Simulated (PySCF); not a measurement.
B⁺ (boron, charge +1) across methods

[He] 2s2, closed-shell 1S. All numbers are calculated (PySCF 2.14, the spin-free X2C one-electron Hamiltonian (Gaussian nucleus), in aug-cc-pVDZ-DK (4s3p2d, 23 functions)).

| method | E (hartree) | mean ε 1s (eV) | mean ε 2s (eV) | Σ⟨r²⟩ (bohr²) | ⟨S²⟩ |
| --- | --- | --- | --- | --- | --- |
| PBE | -24.2957 | -193.88 | -19.576 | 7.938 | 0.000 |
| UHF | -24.24184 | -223.12 | -23.799 | 8.048 | 0.000 |
| LDA | -24.0389 | -191.53 | -19.455 | 8.016 | 0.000 |
| PBE0 | -24.3051 | -201.34 | -20.846 | 7.932 | 0.000 |
| TPSSh | -24.3487 | -198.79 | -20.254 | 7.900 | 0.000 |
| PBEsol | -24.1654 | -192.56 | -19.424 | 7.974 | 0.000 |
| HSE06 | -24.3082 | -200.96 | -20.429 | 7.937 | 0.000 |
| B3LYP | -24.3466 | -200.46 | -20.647 | 7.956 | 0.000 |

(1) Estimate the same row for r2SCAN.

## Answers

(1) E (hartree) = -24.3194; mean ε 1s (eV) = -197.06; mean ε 2s (eV) = -19.775; Σ⟨r²⟩ (bohr²) = 7.980; ⟨S²⟩ = 0.000.
